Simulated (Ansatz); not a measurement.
C$_{4}$H$_{4}$F$_{4}$, SMILES `F[C@H]1[C@H](F)[C@@H](F)[C@@H]1F`, 12 atoms. Charge 0, multiplicity 1. All runs use 4 threads of an Arm Neoverse V2 on a shared host. Correlated methods freeze the cores.

(1) How many basis functions does each run have, and how long does it take in Ansatz? direct RPA on PBE orbitals/def2-TZVPP energy; RKS PBE0-D4/def2-TZVP relaxation (5 steps); RKS PBE0-D4/def2-QZVPP energy; RKS PBE0-D4/def2-SVP energy; RHF-MP2/def2-QZVPP energy; RHF-CCSD(T)/def2-SVP energy; RKS ωB97M-V/def2-QZVPP energy; RKS PBE0-D4/def2-TZVP frequencies; RKS r2SCAN-D4/def2-TZVPP energy and forces; RKS BHLYP-D4/def2-TZVPP energy; RKS ωB97M-V/def2-SVP energy; RKS revPBE-D4/def2-TZVPP energy. (Estimate.)

## Answers

(1) The calculation gave: Other jobs shared the machine, so times are rough.

```csv
level,job,functions,wall time,peak host memory (GiB)
RKS PBE0-D4/def2-SVP,energy,132,1.9 s,0.35
RKS revPBE-D4/def2-TZVPP,energy,304,3.4 s,0.45
RKS BHLYP-D4/def2-TZVPP,energy,304,6 s,0.98
RKS ωB97M-V/def2-SVP,energy,132,7 s,0.46
RKS r2SCAN-D4/def2-TZVPP,energy and forces,304,9 s,0.49
direct RPA on PBE orbitals/def2-TZVPP,energy,304,12 s,0.99
RKS PBE0-D4/def2-QZVPP,energy,576,15 s,2.6
RKS ωB97M-V/def2-QZVPP,energy,576,34 s,3.1
RHF-CCSD(T)/def2-SVP,energy,132,34 s,1.1
RKS PBE0-D4/def2-TZVP,relaxation (5 steps),272,40 s,0.88
RHF-MP2/def2-QZVPP,energy,576,53 s,5.2
RKS PBE0-D4/def2-TZVP,frequencies,272,5.9 min,0.92
```
